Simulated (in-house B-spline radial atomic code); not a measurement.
PBE0 excitations of Se4+

Method: PBE0. Computed with a B-spline radial code for spherical atoms: linear response of the closed shell [Ar] 3d10 4s2 with the functional's adiabatic kernel; scalar-relativistic (spin-free one-electron X2C), finite nucleus, no spin-orbit coupling, no double excitations, S, P, D and F terms only; shells from n = 2 respond. Only terms of natural parity with L up to 3 were computed.

Command:
```bash
python run_td.py task.json out
```
Settings (radii: box in bohr, nucleus in fm):
```
Z                        34
electrons                30
configuration            [Ar] 3d10 4s2
hamiltonian              x2c
method                   pbe0
box_radius               19.1
rms_radius               4.14
intervals                72
```

Run time, properties included: 0.8 s on 1 thread of Intel(R) Xeon(R) 6975P-C (Granite Rapids), with other jobs on the host.

The lowest states, in the order of their Tamm-Dancoff energies; the method's threshold (minus the highest occupied level) is 62.98 eV. Labels give the largest channel, * marks a mixed state, and oscillator strengths are full-response dipole values. Semilocal kernels can invert the small singlet-triplet splittings of Rydberg terms. Energies in eV:

| state | full response | Tamm-Dancoff | oscillator strength |
| --- | --- | --- | --- |
| 4s → 4p 3P | 11.357 | 11.563 | - |
| 4s → 4p 1P | 16.417 | 16.993 | 1.62 |
| 4s → 4d 3D | 31.09 | 31.12 | - |
| 4s → 4d 1D | 32.51 | 32.53 | - |
| 4s → 5s 3S | 35.21 | 35.22 | - |
| 4s → 5s 1S | 36.16 | 36.19 | - |
| 4s → 5p 3P | 39.84 | 39.85 | - |
| 4s → 5p 1P | 40.30 | 40.35 | 0.0405 |
| 4s → 4f 3F | 44.56 | 44.57 | - |
| 4s → 4f 1F | 44.85 | 44.85 | - |
| 4s → 5d 3D | 46.59 | 46.60 | - |
| 4s → 5d 1D | 46.91 | 46.92 | - |
| 4s → 6s 3S | ? | ? | - |
| 4s → 6s 1S | 48.11 | 48.12 | - |
| 4s → 6p 3P | 49.81 | 49.81 | - |
| 4s → 6p 1P | ? | ? | ? |

(1) Where does 4s → 6s 3S lie?

(2) Where does 4s → 6p 1P lie?

(3) How large is the singlet-triplet splitting of 4s → 4p (P terms) in Tamm-Dancoff?

(4) What polarisabilities and dispersion coefficient does the method give?

Results:

(1) At 47.86 eV in full response, 47.86 eV in Tamm-Dancoff.

(2) At 49.94 eV in full response, 49.95 eV in Tamm-Dancoff, oscillator strength 0.0224.

(3) 5.43 eV, from the unrounded values.

(4) Dipole 4.924 bohr³, quadrupole 8.071 bohr⁵, C6 13.01 hartree·bohr⁶ for two such species.
